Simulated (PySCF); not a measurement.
MoF5H, SMILES [F][MoH]([F])([F])([F])[F], multiplicity 1.

Geometry optimised at B3LYP-D3(BJ)/def2-SVP. The geometry has at least one imaginary mode, so it is a saddle point at that level. The multiplicity is an assumed one; no other spin state was optimised. The structure was generated by enumeration; whether it is a known compound was not checked. The def2 effective core potentials stand for the cores of Mo; spin–orbit coupling is left out.

All values below come from PySCF with TDA-PBE/def2-SVPD.

Vertical excitations; the highest root listed may be one member of a degenerate set. Gas-phase values at a fixed geometry. State labels are in the subgroup C2v.

Computed UV-visible absorptions:
```csv
state,symmetry,energy (eV),λ (nm),f,main pairs
S1,B2,2.08,597,0.003,HOMO→LUMO+1 (degenerate set)
S2,B1,2.08,597,0.003,HOMO→LUMO (degenerate set)
S3,A1,2.13,581,0.000,HOMO→LUMO+2 100 %
S4,A2,4.61,269,0.000,"HOMO−3→LUMO+1 50 %, HOMO−2→LUMO 50 %"
S5,B1,4.62,268,0.000,HOMO−1→LUMO+1 (degenerate set)
S6,B2,4.62,268,0.000,HOMO−1→LUMO (degenerate set)
S7,A1,4.74,262,0.000,"HOMO−2→LUMO+1 50 %, HOMO−3→LUMO 50 %"
S8,B1,4.81,258,0.000,HOMO−3→LUMO+2 (degenerate set)
S9,B2,4.81,258,0.000,HOMO−2→LUMO+2 (degenerate set)
S10,A2,4.82,257,0.000,"HOMO−2→LUMO 39 %, HOMO−3→LUMO+1 39 %, HOMO−1→LUMO+2 22 %"
T1,B2,1.69,736,0,HOMO→LUMO+1 (degenerate set)
T2,B1,1.69,736,0,HOMO→LUMO (degenerate set)
T3,A1,1.97,629,0,HOMO→LUMO+2 100 %
T4,A1,4.21,294,0,"HOMO−2→LUMO+1 50 %, HOMO−3→LUMO 50 %"
```
Triplets are in the Tamm–Dancoff approximation.
